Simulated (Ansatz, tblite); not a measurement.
Removing and adding an electron: Si(eta1-allyl)H3 (C₃H₈Si). Total charge 0; singlet. Geometry: PBE0-D4/def2-SVP. Ansatz, gas phase; energy differences of separate SCF runs; the oxidised species was run as a doublet alone; the reduced species was run as a doublet alone.

```xyz
12

Si    1.508   -0.769   -0.534
C     0.445    0.280    0.633
C    -0.802    0.768   -0.028
C    -2.035    0.307    0.195
H     1.069    1.125    0.972
H     0.212   -0.330    1.521
H    -0.667    1.554   -0.783
H    -2.228   -0.477    0.934
H    -2.896    0.700   -0.351
H     1.825    0.003   -1.776
H     0.777   -2.015   -0.919
H     2.793   -1.146    0.135
```

The xTB rows come from tblite.

```json
{"level": "GFN2-xTB", "−HOMO (eV)": "10.31", "vertical IE (eV)": "13.39", "−LUMO (eV)": "5.61", "vertical EA (eV)": "2.55", "HOMO–LUMO gap (eV)": "4.70", "IE − EA (eV)": "10.85", "remarks": "–"}
{"level": "r2SCAN-D4/def2-TZVP", "−HOMO (eV)": "6.28", "vertical IE (eV)": "9.14", "−LUMO (eV)": "0.67", "vertical EA (eV)": "–", "HOMO–LUMO gap (eV)": "5.61", "IE − EA (eV)": "–", "remarks": "–"}
{"level": "r2SCAN-D4/def2-TZVPD", "−HOMO (eV)": "6.29", "vertical IE (eV)": "–", "−LUMO (eV)": "0.71", "vertical EA (eV)": "-1.26", "HOMO–LUMO gap (eV)": "5.57", "IE − EA (eV)": "–", "remarks": "HOMO above zero (-1 doublet)"}
{"level": "PBE0-D4/def2-TZVPD", "−HOMO (eV)": "7.19", "vertical IE (eV)": "–", "−LUMO (eV)": "0.02", "vertical EA (eV)": "-1.24", "HOMO–LUMO gap (eV)": "7.17", "IE − EA (eV)": "–", "remarks": "HOMO above zero (-1 doublet)"}
```

(1) Estimate the rows for GFN1-xTB, PBE-D4/def2-TZVP, PBE-D4/def2-TZVPD, PBE0-D4/def2-TZVP.

## Answers

(1) 
```csv
level,−HOMO (eV),vertical IE (eV),−LUMO (eV),vertical EA (eV),HOMO–LUMO gap (eV),IE − EA (eV),remarks
GFN1-xTB,11.36,14.35,6.60,3.57,4.76,10.77,–
PBE-D4/def2-TZVP,6.10,9.19,0.92,–,5.18,–,–
PBE-D4/def2-TZVPD,6.12,–,0.99,-1.06,5.13,–,HOMO above zero (-1 doublet)
PBE0-D4/def2-TZVP,7.18,9.24,-0.08,–,7.26,–,–
```

   A HOMO above zero means that the electron is unbound at that level or that self-interaction error raises the level; the energy of removing that electron tells which. Raw xTB energy differences between charge states are shifted by several eV; the methods need an empirical correction for them. A negative affinity means that the extra electron isn't bound; its size then hangs on the basis.
